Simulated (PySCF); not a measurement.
Molfile (atoms numbered from 1):
```
C6H8OSi
     RDKit          3D

 16 17  0  0  0  0  0  0  0  0999 V2000
    2.7340   -0.6974   -0.0620 C   0  0  0  0  0  0  0  0  0  0  0  0
    2.8914    0.6532    0.0068 C   0  0  0  0  0  0  0  0  0  0  0  0
    1.7014    1.2680    0.0430 O   0  0  0  0  0  0  0  0  0  0  0  0
    0.7435    0.3096   -0.0023 C   0  0  0  0  0  0  0  0  0  0  0  0
   -1.0123    0.9188    0.0297 Si  0  0  0  0  0  4  0  0  0  0  0  0
   -2.3676   -0.1414   -0.7401 C   0  0  0  0  0  0  0  0  0  0  0  0
   -2.3545   -0.1609    0.7951 C   0  0  0  0  0  0  0  0  0  0  0  0
    1.3400   -0.9220   -0.0676 C   0  0  0  0  0  0  0  0  0  0  0  0
    3.5109   -1.4334   -0.1039 H   0  0  0  0  0  0  0  0  0  0  0  0
    3.7664    1.2720    0.0358 H   0  0  0  0  0  0  0  0  0  0  0  0
   -1.1370    2.3652    0.0599 H   0  0  0  0  0  0  0  0  0  0  0  0
   -2.1257   -1.0760   -1.2254 H   0  0  0  0  0  0  0  0  0  0  0  0
   -3.2263    0.3292   -1.1958 H   0  0  0  0  0  0  0  0  0  0  0  0
   -2.1059   -1.1075    1.2530 H   0  0  0  0  0  0  0  0  0  0  0  0
   -3.2050    0.2990    1.2766 H   0  0  0  0  0  0  0  0  0  0  0  0
    0.8392   -1.8674   -0.1142 H   0  0  0  0  0  0  0  0  0  0  0  0
  1  2  2  0
  2  3  1  0
  3  4  1  0
  4  5  1  0
  5  6  1  0
  6  7  1  0
  4  8  2  0
  8  1  1  0
  7  5  1  0
  1  9  1  0
  2 10  1  0
  5 11  1  0
  6 12  1  0
  6 13  1  0
  7 14  1  0
  7 15  1  0
  8 16  1  0
M  END
```

Averaged over atoms made equivalent by symmetry, fast rotation or ring inversion, in vacuum, single conformer, non-relativistic. GFN2-xTB structure; GIAO PBE0/pcSseg-1 shieldings; PySCF.

References, each an isolated molecule treated in the same way: ¹³C and ¹H and ²⁹Si against TMS; ¹⁷O vs H2O.

```tsv
atoms	nucleus	count	δ (ppm)
H16	¹H	1	?
H9	¹H	1	6.78
C2	¹³C	1	154.3
H12/H14	¹H	2	0.85
C6/C7	¹³C	2	-0.9
O3	¹⁷O	1	?
C4	¹³C	1	153.8
C1	¹³C	1	117.5
H11	¹H	1	3.70
H13/H15	¹H	2	0.71
H10	¹H	1	?
Si5	²⁹Si	1	-135.2
C8	¹³C	1	?
```

Complete the table.

Answers


- C8: 125.4 ppm, aromatic CH
- H10: 7.83 ppm, hydrogen on an aromatic CH next to the ring oxygen; aromatic region
- H16: 6.87 ppm, hydrogen on an aromatic CH; aromatic region
- O3: 325.2 ppm, aromatic ring oxygen

Shifts are as computed. Against solution values, carbons near 30 ppm lie about +3 ppm off and those near 130 ppm about +5 ppm. Of 1211 compounds with measured shifts, 218 miss one by over three times the rms of a fit or turn the order of signals round; such compounds aren't used in these exercises. Unscaled 17O shifts of doubly bonded oxygen tend to come out too high, by tens of ppm or more. Experimental scales use liquid or dissolved standards, which lie at an offset from isolated H2O (liquid H2O: subtract about 36 ppm).
